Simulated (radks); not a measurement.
All-electron atom: the arsenic ion As+ in [Ar] 3d10 4s2 4p2 (the NIST ground configuration). Method: Dirac Kohn-Sham, BLYP, spin-unpolarised, spherical densities, point nucleus; open shells fill j = l - 1/2 first; computed with a radial shooting solver on a logarithmic mesh with Libxc functionals.

Normalised radial functions P(r) = r R(r) (large component), r in bohr:

```
   r/bohr * 4s1/2, o 4p3/2 (the largest magnitude, 0.771, reaches the edge; | marks zero, & curves that meet)
 0.006795                             o  *
  0.01022                             o   *
  0.01524                             |o   *
  0.02293                             |o   *
  0.03448                             | o *
  0.05184                             |*  o
  0.07796                         *   |     o
   0.1172                     *       |     o
   0.1763                      *      |  o
   0.2651                         o   |  *
   0.3987                   o         |            *
   0.5996                     o       |        *
   0.9017                  *          |    o
    1.345  *                          |                   o
    2.023    *                        |                        o
    3.042                 *           |                o
    4.574                          *  |      o
    6.879                             *o
```

4s1/2: eigenvalue -23.173 eV, 3 radial nodes at r = 0.0585, 0.240, 0.732 bohr, <r> = 1.87 bohr, 90 % of the charge inside 2.79 bohr. 4p3/2 (empty): eigenvalue -13.045 eV, 2 radial nodes at r = 0.217, 0.780 bohr, <r> = 2.34 bohr, 90 % of the charge inside 3.57 bohr.
